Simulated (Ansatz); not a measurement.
Reaction (cleavage of the Si–Si bond): `C[SiH2][SiH](O)O` + `SS` → `C[SiH2]SS` + `O[SiH2]O`

Isolated molecules relaxed with PBE0-D4/def2-TZVP in Ansatz; ΔE leaves out vibrations. CCSD(T)/CBS adds triple-zeta CCSD(T) − MP2 to the extrapolated MP2 energy (def2 sets, frozen cores). This one scheme is used for every species. DFT in def2-TZVPP. B3LYP here is the variant with VWN-RPA as its local correlation; programs differ in this. One conformer a species, not always the lowest.

`C[SiH2][SiH](O)O`:

Cartesian coordinates in Å:
```
C -1.462 -1.449 0.747
Si -1.112 0.335 0.283
Si 1.027 0.560 -0.631
O 2.028 -0.221 0.421
O 1.373 2.166 -0.779
H -0.718 -1.804 1.463
H -2.452 -1.549 1.198
H -1.422 -2.096 -0.132
H -1.217 1.216 1.480
H -2.108 0.817 -0.718
H 1.196 -0.052 -1.987
H 2.941 -0.363 0.167
H 1.926 2.439 -1.512
```

`SS`:

Z-matrix (Å, degrees):
```
S
S 1 2.046
H 1 1.347 2 98.6
H 2 1.347 1 98.6 3 -90.5
```

`C[SiH2]SS`:

Cartesian coordinates in Å:
```
C 0.875 -0.603 1.015
Si 0.114 -0.582 -0.683
S -1.936 0.069 -0.646
S -1.633 1.959 0.130
H 0.340 -1.294 1.669
H 1.920 -0.918 0.955
H 0.842 0.394 1.458
H 0.875 0.311 -1.596
H 0.042 -1.948 -1.270
H -1.438 2.611 -1.031
```

`O[SiH2]O`:

```xyz
7

O     0.628    1.262    0.342
Si   -0.331    0.077   -0.268
O     0.087   -1.428    0.236
H     0.597    1.419    1.287
H    -1.733    0.227    0.187
H    -0.182    0.219   -1.735
H     0.933   -1.775   -0.050
```

```tsv
level	ΔE (kJ/mol)	difference from CCSD(T)/CBS
PBE-D4	-69.2	12.7
r2SCAN-D4	-78.5	3.4
PBE0-D4	-73.1	8.8
B3LYP-D4	-77.3	4.6
ωB97X-V	-76.0	5.9
ωB97M-V	-83.0	-1.1
B2PLYP	-81.2	0.7
PBE	-67.6	14.3
r2SCAN	-78.4	3.5
PBE0	-71.9	10.0
B3LYP	-74.4	7.5
HF/def2-TZVPP	-84.3	-2.4
MP2/def2-TZVPP	-91.6	-9.7
SCS-MP2/def2-TZVPP	-88.4	-6.5
CCSD/def2-TZVPP	-78.8	3.1
CCSD(T)/def2-TZVPP	-79.9	2.0
HF/def2-QZVPP	-84.2	-2.3
MP2/def2-QZVPP	-92.7	-10.8
SCS-MP2/def2-QZVPP	-89.5	-7.6
HF/CBS(def2)	-84.2	-2.3
MP2/CBS(def2)	-93.6	-11.7
CCSD/CBS(def2)	-80.8	1.1
CCSD(T)/CBS	-81.9	0
```

Largest T1 diagnostic among the species: 0.012.

From PBE to PBE0 (25 % exact exchange), in def2-TZVPP and without D4, ΔE moves by −4.2 kJ/mol.
